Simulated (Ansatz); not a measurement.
Geometry optimisation, RKS PBE0/cc-pVDZ in Ansatz 0.2.0.

The input (input.yaml):

```yaml
crystal:
  periodic: [false, false, false]
  atoms:
    - { symbol: C, position_ang: [0.9373, 0.2567, -1.4611] }
    - { symbol: Si, position_ang: [0.4609, 0.5302, 0.3067] }
    - { symbol: F, position_ang: [-0.3008, 1.954, 0.4681] }
    - { symbol: Cl, position_ang: [2.2563, 0.5418, 1.4257] }
    - { symbol: C, position_ang: [-0.703, -0.7968, 0.936] }
    - { symbol: O, position_ang: [-0.31087, -2.16511, 0.78162] }
    - { symbol: H, position_ang: [1.5804, 1.0966, -1.8257] }
    - { symbol: H, position_ang: [1.4305, -0.6385, -1.6482] }
    - { symbol: H, position_ang: [-0.0058, 0.3349, -2.0551] }
    - { symbol: H, position_ang: [-1.70043, -0.68561, 0.40188] }
    - { symbol: H, position_ang: [-0.92602, -0.629, 1.97774] }
    - { symbol: H, position_ang: [-0.27951, -2.34856, -0.16439] }
basis:
  gaussian: { orbitals: cc-pVDZ }
hamiltonian:
  xc: pbe0
relax:
  f_tol: 0.015
  max_steps: 40
```

Command:

```bash
$ ansatz run input.yaml --threads 2 --pin off --max-ram 3072MiB --backend cpu --events-out ev --progress --plain --runs-dir out
```

Q: Where does it end, and by what steps?

A: The run converged. The force dipped under the threshold on the way, but the program's further checks kept it going. After 11 steps the energy has fallen by 0.221 eV; H10 moved furthest, 0.22 Å.

```csv
step,energy less start (eV),largest force component (eV/Å),accepted
0,0.0000,3.041,yes
1,-0.1916,0.835,yes
2,-0.2145,0.157,yes
3,-0.2175,0.078,yes
4,-0.2184,0.093,yes
5,-0.2197,0.130,yes
6,-0.2205,0.051,yes
7,-0.2203,0.061,no
8,-0.2208,0.009,yes
9,-0.2210,0.018,yes
10,-0.2210,0.019,yes
11,-0.2211,0.008,yes
```

```xyz
12
Properties=species:S:1:pos:R:3
C 0.942 0.252 -1.476
Si 0.430 0.521 0.292
F -0.329 1.979 0.416
Cl 2.130 0.642 1.479
C -0.728 -0.810 0.962
O -0.243 -2.105 0.631
H 1.634 1.046 -1.797
H 1.456 -0.715 -1.584
H 0.063 0.268 -2.140
H -1.765 -0.637 0.612
H -0.758 -0.749 2.061
H -0.394 -2.241 -0.312
```

Whether the end is a true minimum wasn't checked by a vibrational analysis.

Run time: 63 s on 2 threads of Arm Neoverse V1, on a shared host, peak memory 0.31 GiB.
